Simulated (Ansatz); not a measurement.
`[BH2][Al]([SiH3])[O][SiH3]` + `BCCCl` → `BBCCCl` + `[SiH3][O][AlH][SiH3]`  (formal exchange of groups at a B–Al bond)

Computed with Ansatz on PBE0-D4/def2-TZVP structures; ΔE is electronic, products minus reactants. CCSD(T)/CBS is the MP2 limit (def2-TZVPP, def2-QZVPP) plus CCSD(T) − MP2 in def2-TZVPP, frozen cores. Functionals use def2-TZVPP. B3LYP here is the variant with VWN-RPA as its local correlation; programs differ in this. One conformer a species, not always the lowest.

```csv
level,ΔE (kJ/mol),difference from CCSD(T)/CBS
PBE-D4,-35.3,-11.6
r2SCAN-D4,-35.8,-12.1
PBE0-D4,-30.4,-6.7
B3LYP-D4,-30.6,-6.9
ωB97X-V,-27.7,-4.0
ωB97M-V,-29.0,-5.3
B2PLYP,-27.4,-3.7
PBE,-35.3,-11.6
r2SCAN,-35.8,-12.1
PBE0,-30.6,-6.9
B3LYP,-30.8,-7.1
HF/def2-TZVPP,-18.9,4.8
MP2/def2-TZVPP,-23.2,0.5
SCS-MP2/def2-TZVPP,-20.9,2.8
CCSD/def2-TZVPP,-21.2,2.5
CCSD(T)/def2-TZVPP,-21.8,1.9
HF/def2-QZVPP,-19.5,4.2
MP2/def2-QZVPP,-24.5,-0.8
SCS-MP2/def2-QZVPP,-22.2,1.5
HF/CBS(def2),-19.6,4.1
MP2/CBS(def2),-25.1,-1.4
CCSD/CBS(def2),-23.1,0.6
CCSD(T)/CBS,-23.7,0
```

Largest T1 diagnostic among the species: 0.013.

From PBE to PBE0 (25 % exact exchange), in def2-TZVPP and without D4, ΔE moves by +4.8 kJ/mol.
